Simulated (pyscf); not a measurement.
`[GeH2]` [singlet] + `[OH][GeH3]` -> `[GeH3][O][GeH3]` (insertion; singlet surface; H–O broken, Ge–O, Ge–H formed). PySCF, gas phase, ωB97X-D3(BJ)/def2-SVP geometries. Energies in eV from the separated reactants.

```json
[
 {"level": "ωB97X-D3(BJ)/def2-TZVP", "barrier": "0.53", "reaction energy": "-2.25"},
 {"level": "PBE/def2-TZVP", "barrier": "___", "reaction energy": "-1.93"},
 {"level": "B3LYP-D3(BJ)/def2-TZVP", "barrier": "0.55", "reaction energy": "-1.95"},
 {"level": "PBE0-D3(BJ)/def2-TZVP", "barrier": "0.42", "reaction energy": "-2.11"},
 {"level": "ωB97M-D3(BJ)/def2-TZVP", "barrier": "0.70", "reaction energy": "-1.94"},
 {"level": "HF/def2-TZVP", "barrier": "___", "reaction energy": "___"}
]
```

### Question
Complete the blanks.

### Answer

- PBE/def2-TZVP, barrier: 0.28
- HF/def2-TZVP, barrier: 1.51
- HF/def2-TZVP, reaction energy: -1.98

The functionals in the table span 0.42 eV in this barrier, from PBE to ωB97M-D3(BJ)/def2-TZVP. On the reactant side the descent ends in an adduct with a Ge–O contact, 0.91 eV under the separated species and 1.44 eV under the saddle at ωB97X-D3(BJ)/def2-TZVP. What is counted as formed (Ge–O) is already present as a longer contact in the reactant adduct; forming that adduct is a step of its own. One saddle was located; it need not be the lowest between these sides. Elements up to Kr have no core potential and no relativistic terms here.
